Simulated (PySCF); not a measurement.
Isomers of C6H11O (doublet state), one GFN2-xTB conformer each. Single-point energies are computed at B3LYP/pcH-1 (PySCF, gas phase, no added dispersion term), electronic only. GFN2-xTB treats the open shell by occupation alone, and not every SCF solution was tested for stability.

Question: Rank them by B3LYP/pcH-1 energy, lowest first (kcal/mol).
A. `[CH2:1][CH2:2][C@H:3]1[CH2:4][CH2:5][CH2:6][O:7]1` (doublet state) with H–C1–C2–C3 -93° and 76°, C1–C2–C3–C4 65°, C2–C3–C4–C5 131°, C3–C4–C5–C6 -28°, C4–C5–C6–O7 38°, C5–C6–O7–C3 -34°
B. `[CH:1]1[CH2:2][CH2:3][CH2:4][O:5][CH2:6][CH2:7]1` (doublet state) with C7–C1–C2–C3 -13°, C1–C2–C3–C4 -55°, C2–C3–C4–O5 87°, C3–C4–O5–C6 -75°

Answer: B (0.0), A (1.9).

Neighbours under 5.0 kcal/mol apart ([CH]1CCCOCC1 and [CH2]C[C@H]1CCCO1) can change places with a better method, another conformer or zero-point energy. GFN2-xTB itself gives, in the same order: 0.0, 4.0. Both levels put the same isomer lowest.
